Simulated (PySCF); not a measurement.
# Ionisation energy of Ti⁺ by level of theory

Ti⁺ [Ar] 3d2 4s1 (4F) → Ti²⁺ [Ar] 3d2 (3F), as a difference of total energies. Computed with PySCF 2.14 in Sapporo-DKH3-DZP-2012, with scalar relativity by spin-free X2C-1e. Correlated levels: valence: [Ar] frozen. The calculations carry no spin-orbit coupling.

```tsv
method	ionisation energy (eV)	difference from reference (eV)
UHF	12.935	-0.640
BP86	14.000	+0.425
M06-L	12.907	-0.668
MP2 (valence)	13.080	-0.495
SCS-MP2 (valence)	12.983	-0.592
```

Reference: 13.575 eV (measured; NIST Atomic Spectra Database, ionization energies).

The reference lies between the lowest fine-structure levels, while these numbers refer to the centres of the terms.

Errors of the correlated levels include the incompleteness of this basis and the frozen core.
